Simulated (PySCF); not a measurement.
Molecule: SMILES c1c(OC)c([O-])oc1, [C$_{5}$H$_{5}$O$_{3}$]-.

Cartesian coordinates in Å; atom numbers follow the order of the lines, from 1:
```xyz
13

C    -2.1093   -0.3268    0.0504
O    -1.3007    0.7901   -0.0859
C     0.0853    0.5070   -0.0584
C     0.7149   -0.7476    0.0351
C     2.0572   -0.5156    0.0203
O     2.3055    0.8282   -0.0782
C     1.0779    1.4962   -0.1273
O     1.0505    2.7347   -0.2151
H    -3.1437    0.0278    0.0381
H    -1.9724   -1.0447   -0.7751
H    -1.9280   -0.8612    0.9971
H     0.2518   -1.7174    0.1088
H     2.9066   -1.1703    0.0724
```

Total charge -1.

Frames of a GFN2-xTB Langevin trajectory at 600 K; GIAO PBE0/pcSseg-1 shieldings in PySCF, gas phase, non-relativistic; equivalent atoms averaged within each frame.

References, each an isolated molecule treated in the same way: TMS for ¹³C (σref 186.93), ¹H (σref 31.72); H2O for ¹⁷O (σref 336.08). The references are static minima.

How do the shifts (ppm) fluctuate along the trajectory?

Results:


```tsv
time (fs)	C7	C3	C5	C4	C1	O6	O8	O2	H13	H12
250	161.1	124.2	119.0	117.9	56.9	285.5	264.1	20.9	7.14	6.74
425	172.8	120.5	113.8	124.7	55.3	299.5	264.1	12.8	5.91	7.06
625	166.9	123.9	109.7	111.3	67.8	286.5	248.0	23.8	6.91	6.27
800	181.8	133.0	122.7	121.0	56.9	302.9	283.1	11.5	6.72	6.75
1000	175.6	124.3	116.6	118.4	56.2	290.0	263.0	25.3	6.10	5.92
mean of frames	171.7	125.2	116.4	118.6	58.6	292.9	264.4	18.8	6.56	6.55
standard deviation	8.0	4.6	5.0	4.9	5.2	7.8	12.4	6.3	0.53	0.45
```

5 frames give an uncertainty of the mean of about the standard deviation over 2.2 at best, since frames this close in time may not be independent; classical motion lacks zero-point vibration, and the reference would need the same averaging.
